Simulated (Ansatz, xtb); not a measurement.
Reaction 2 R1 + R2 → 2 P1 + P2, each structure at its B3LYP-D3(BJ)/def2-TZVP stationary point, reached from a drawn start (curvature not checked).
P1, CH4 (SMILES C) (charge 0, multiplicity 1):
```
atom    x (Å)    y (Å)    z (Å)
----  -------  -------  -------
C      0.0000   0.0000   0.0000
H      0.6289   0.6289   0.6289
H     -0.6289  -0.6289   0.6289
H      0.6289  -0.6289  -0.6289
H     -0.6289   0.6289  -0.6289
```
R1: H2 (SMILES [H][H]), charge 0, multiplicity 1.
P2, SiH4 (SMILES [SiH4]) (charge 0, multiplicity 1, Z-matrix in Å and degrees):
```
Si
H 1 1.4803
H 1 1.4803 2 109.47
H 1 1.4803 2 109.47 3 120.00
H 1 1.4803 2 109.47 3 -120.00
```
R2, C2H8Si (SMILES C[SiH2]C) (charge 0, multiplicity 1):
| atom | x (Å) | y (Å) | z (Å) |
|---|---|---|---|
| Si | 0.0489 | -0.5542 | -0.4759 |
| C | 1.4680 | 0.5921 | -0.0347 |
| C | -1.5118 | -0.0961 | 0.4607 |
| H | 0.4257 | -1.9560 | -0.1569 |
| H | -0.2106 | -0.4829 | -1.9375 |
| H | 1.2225 | 1.6280 | -0.2787 |
| H | 2.3752 | 0.3249 | -0.5799 |
| H | 1.6913 | 0.5426 | 1.0333 |
| H | -2.3366 | -0.7633 | 0.2034 |
| H | -1.8208 | 0.9251 | 0.2272 |
| H | -1.3520 | -0.1603 | 1.5392 |

P less R. No zero-point or thermal terms.

Frozen-core correlation throughout. CBS(a, b) extrapolates the correlation energy as X⁻³ and adds the Hartree–Fock energy of set b.

Run with Ansatz (Gaussian basis) for Hartree–Fock, density functionals and correlated methods; xtb for the GFN methods. All values are computed, each at the level named.

The comparison value is -12.62 kcal/mol (CCSD(T)/CBS(cc-pV(T+d)Z, cc-pV(Q+d)Z)). It is a level with limits of its own, not the exact answer.

Task: Order these levels by how close they come to the comparison value for the reaction energy, closest first: HF/cc-pV(T+d)Z, GFN1-xTB, BLYP/def2-TZVPP, r2SCAN/def2-TZVPP, B3LYP/def2-TZVPP. Give each level's value less the comparison value.

Result: r2SCAN/def2-TZVPP (-0.19 kcal/mol), BLYP/def2-TZVPP (-5.02 kcal/mol), B3LYP/def2-TZVPP (-5.20 kcal/mol), HF/cc-pV(T+d)Z (-10.36 kcal/mol), GFN1-xTB (-42.42 kcal/mol)

Ansatz is an electronic-structure program.
